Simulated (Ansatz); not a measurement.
Gas-phase reaction in SMILES: ClB(Cl)Br + 3 [H][H] (H2) -> B (BH3) + Br (HBr) + 2 Cl (HCl)
Structures are relaxed separately at B3LYP-D3(BJ)/def2-TZVP in Ansatz (an electronic-structure program).
Geometry of the first species:
```xyz
4

B     -0.5043     0.0325     0.0028
Cl    -1.4687    -1.4185     0.0298
Cl    -1.2747     1.5953    -0.0144
Br     1.4046    -0.0905    -0.0079
```

Quantity: energy of full hydrogenation (electronic energy difference), in kcal/mol. Cores are frozen in the correlated levels unless marked. No spin-orbit coupling. Frozen are the shells of the preceding noble gas and the d and f shells that filled before the atom's block. Non-relativistic. CBS marks a two-point X^-3 extrapolation of the correlation energy; Hartree-Fock from the larger set.

CCSD(T)/CBS(def2-TZVPPD,def2-QZVPPD) (Ansatz) gives 46.7 kcal/mol.

Another calculation gave 51.0 kcal/mol. Which level was it?
A) LC-wPBE/def2-TZVPD (Ansatz)
B) BHLYP/def2-TZVPD (Ansatz)
C) revPBE/def2-TZVPD (Ansatz)
D) r2SCANh/def2-TZVPD (Ansatz)

D, r2SCANh/def2-TZVPD (Ansatz). The others give 43.2 (LC-wPBE), 48.0 (revPBE), 38.6 (BHLYP) kcal/mol.
